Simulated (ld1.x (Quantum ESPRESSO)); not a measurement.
## u(r) = r·R(r): atom against pseudo-atom (Sc)

Columns: radius, all-electron u(r) and pseudo u(r) of the 4p shell (level -1.83 eV) of scandium in the configuration [Ar] 3d1 4s1.5 4p0.5; LDA (PZ), scalar-relativistic, TM scheme, ld1.x (Quantum ESPRESSO) 7.5.

```json
{"r (bohr)": "0.202", "all-electron": "0.1098", "pseudo": "0.0027"}
{"r (bohr)": "0.405", "all-electron": "-0.0168", "pseudo": "0.0108"}
{"r (bohr)": "0.607", "all-electron": "-0.1468", "pseudo": "0.0242"}
{"r (bohr)": "0.810", "all-electron": "-0.1941", "pseudo": "0.0428"}
{"r (bohr)": "1.012", "all-electron": "-0.1718", "pseudo": "0.0664"}
{"r (bohr)": "1.215", "all-electron": "-0.1095", "pseudo": "0.0950"}
{"r (bohr)": "1.418", "all-electron": "-0.0296", "pseudo": "0.1280"}
{"r (bohr)": "1.620", "all-electron": "0.0535", "pseudo": "0.1646"}
{"r (bohr)": "1.822", "all-electron": "0.1329", "pseudo": "0.2043"}
{"r (bohr)": "2.025", "all-electron": "0.2051", "pseudo": "0.2462"}
{"r (bohr)": "2.228", "all-electron": "0.2682", "pseudo": "0.2885"}
{"r (bohr)": "2.430", "all-electron": "0.3217", "pseudo": "0.3295"}
{"r (bohr)": "2.632", "all-electron": "0.3663", "pseudo": "0.3677"}
{"r (bohr)": "2.835", "all-electron": "0.4026", "pseudo": "0.4016"}
{"r (bohr)": "3.037", "all-electron": "0.4310", "pseudo": "0.4297"}
{"r (bohr)": "3.240", "all-electron": "0.4525", "pseudo": "0.4517"}
{"r (bohr)": "3.442", "all-electron": "0.4676", "pseudo": "0.4673"}
{"r (bohr)": "3.645", "all-electron": "0.4773", "pseudo": "0.4772"}
{"r (bohr)": "3.847", "all-electron": "0.4820", "pseudo": "0.4820"}
{"r (bohr)": "4.050", "all-electron": "0.4825", "pseudo": "0.4825"}
{"r (bohr)": "4.252", "all-electron": "0.4794", "pseudo": "0.4794"}
{"r (bohr)": "4.455", "all-electron": "0.4733", "pseudo": "0.4733"}
{"r (bohr)": "4.658", "all-electron": "0.4646", "pseudo": "0.4646"}
{"r (bohr)": "4.860", "all-electron": "0.4539", "pseudo": "0.4539"}
{"r (bohr)": "5.062", "all-electron": "0.4415", "pseudo": "0.4415"}
{"r (bohr)": "5.265", "all-electron": "0.4278", "pseudo": "0.4278"}
```

Task: How many radial nodes do the two functions have?

Result: The all-electron 4p function has n − l − 1 = 2; the pseudo-wave has 0, since the states of the same l below it are removed with the core.

Task: At about which radius was the pseudo-wave matched?

Result: 4.05 bohr. The columns agree to 0.0005 from 3.44 bohr on; several derivatives are matched, so the curves merge somewhat inside the radius.

Task: Where does each function peak?

Result: Outermost all-electron maximum near 4.05 bohr, pseudo maximum near 4.05 bohr (to the table’s step).

Task: Is the pseudo-wave norm-conserving?

Result: Yes: the TM scheme keeps the norm inside the radius equal to the all-electron one, which fixes the energy derivative of the logarithmic derivative at the level.
